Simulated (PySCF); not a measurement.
Si(H)(OH)(SeH)2 (H4OSe2Si), SMILES O[SiH]([SeH])[SeH].

Geometry: r2SCAN-D4/def2-SVP. This is a generated structure with no PubChem entry under its InChIKey; it may be hypothetical. Other conformers were not sampled.

The numbers are results of PySCF 2.14.0 with TDDFT-PBE/def2-SVPD, not measurements.

Vertical excitations. 

Task: Give excitation energies, oscillator strengths and character. (The exact figures need the calculation; the answer reports its results.)

Result: 
```
state  energy (eV)  λ (nm)      f                            main pairs
-----  -----------  ------  -----  ------------------------------------
S1            4.78     259  0.003                        HOMO→LUMO 92 %
S2            4.85     256  0.007                      HOMO−1→LUMO 92 %
S3            5.22     238  0.030                      HOMO→LUMO+1 91 %
S4            5.28     235  0.022                    HOMO−1→LUMO+1 87 %
S5            5.39     230  0.024                      HOMO→LUMO+2 81 %
S6            5.46     227  0.006                    HOMO−1→LUMO+2 94 %
S7            5.77     215  0.028                      HOMO→LUMO+3 83 %
S8            5.78     214  0.025                    HOMO−1→LUMO+3 86 %
S9            5.90     210  0.002                      HOMO→LUMO+4 92 %
S10           6.03     206  0.013  HOMO−1→LUMO+4 77 %, HOMO−2→LUMO 16 %
T1            4.52     274      0                        HOMO→LUMO 93 %
T2            4.62     269      0                      HOMO−1→LUMO 92 %
T3            4.94     251      0                      HOMO→LUMO+1 93 %
T4            4.97     250      0                    HOMO−1→LUMO+1 91 %
```
Triplets are in the Tamm–Dancoff approximation, which puts them higher than full response would, so one can lie above its singlet here.
